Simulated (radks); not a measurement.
Results of a calculation; reference values are marked as such.
Problem. These are the eigenvalues of the occupied orbitals of an atom or ion with whole-number occupations (hartree). Code: a radial shooting solver on a logarithmic mesh with Libxc functionals. Model: non-relativistic Kohn-Sham, LDA (Slater exchange, Perdew-Wang correlation), spin-polarised, spherical densities, point nucleus.

1s up: -2975.544
1s down: -2975.542
2s up: -502.9432
2s down: -502.9426
2p up: -484.7090
2p down: -484.7081
3s up: -120.6065
3s down: -120.6057
3p up: -111.8760
3p down: -111.8751
3d up: -95.52504
3d down: -95.52420
4s up: -27.06320
4s down: -27.06175
4p up: -23.21155
4p down: -23.21002
4d up: -16.07776
4d down: -16.07616
4f up: -6.37575
4f down: -6.37404
5s up: -4.60640
5s down: -4.60230
5p up: -3.28848
5p down: -3.28370
5d up: -1.13715
5d down: -1.12664
6s up: -0.44365
6s down: -0.39136
6p up: -0.19827

Which element is it, and in what charge state? The configuration may be excited. Open shells, if any, are filled with parallel spins first.

Solution. Z = 83, bismuth, charge 0: Bi in [Hg] 6p3. The list shows which subshells hold electrons but not how many an open one holds; the 1s level, -2975.5 hartree, gives Z - s = 77.1 by -(Z - s)^2/2, which with screening narrows Z to a few neighbours, and the depths of the outer levels then fix element, charge and occupations together.
